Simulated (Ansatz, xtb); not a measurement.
**C4H3NOSe: which of two isomers lies lower**

Structure a: `O=Cc1cnc[se]1`, a singlet. Structure b: `O=Cc1ncc[se]1`, a singlet. Both are isolated molecules in the gas phase, relaxed with r2SCAN-D4/def2-SVP, each in the lowest conformer that the search found.

Energies in hartree; the thermal terms are from GFN2-xTB frequencies at re-optimised GFN2-xTB minima (ideal gas, soft modes damped towards free rotors, one conformer each, 298.15 K, 1 atm) and include the zero-point energy:

```
                               a            b
E, CCSD(T)/def2-SVP  −2682.976126  −2682.977466
    E, MP2/def2-SVP  −2682.911371  −2682.914644
  E, MP2/def2-TZVPP  −2683.767828  −2683.770501
  zero-point energy      0.060502      0.060539
       H(298 K) − E      0.067904      0.067899
       G(298 K) − E      0.028741      0.028890
```

Q: Correct the CCSD(T) difference for the basis set by the MP2 change, then work out ΔE, ΔE₀, ΔH and ΔG for a → b in kJ/mol (1 Eh = 2625.50 kJ/mol) and the equilibrium ratio [b]/[a].

A: 1. Differences b − a: CCSD(T) −0.001340, MP2 in the small set −0.003273, MP2 in the large set −0.002673 Eh.
2. ΔE = −0.001340 + (−0.002673 − (−0.003273)) = −0.000740 Eh = −1.94 kJ/mol.
3. ΔE₀ = ΔE + ΔZPE = −0.000740 + (+0.000037) Eh = −1.85 kJ/mol.
4. ΔH = ΔE + (−0.000005) Eh = −1.96 kJ/mol.
5. ΔG = ΔE + (+0.000149) Eh = −1.55 kJ/mol, so ΔS = (ΔH − ΔG)/T = −1.4 J/(mol K).
6. kT = 0.9442 mEh, so K = [b]/[a] = exp(−ΔG/kT) = exp(+0.63) ≈ 1.9.

The two are too close for this level to say which is favoured. An error of 4 kJ/mol in ΔG would change K by a factor of 5. Mirror images and further conformers aren't counted.

As drawn, both hold the same kinds of bond in the same numbers.

Other levels gave ΔE = −1.6 (GFN2-xTB); +2.1 (HF/STO-3G, GFN2-xTB geometries); −4.8 (r2SCAN-D4/def2-SVP//GFN2-xTB); −4.6 (r2SCAN-D4/def2-SVP); +3.3 (HF/def2-SVP); −8.6 (MP2/def2-SVP); −3.5 (CCSD(T)/def2-SVP) kJ/mol. The correlated steps freeze 15 core orbitals; the filled d shell of Se is correlated, in a basis made for valence electrons. Programs: Ansatz 0.2.0, xtb 6.7.1.
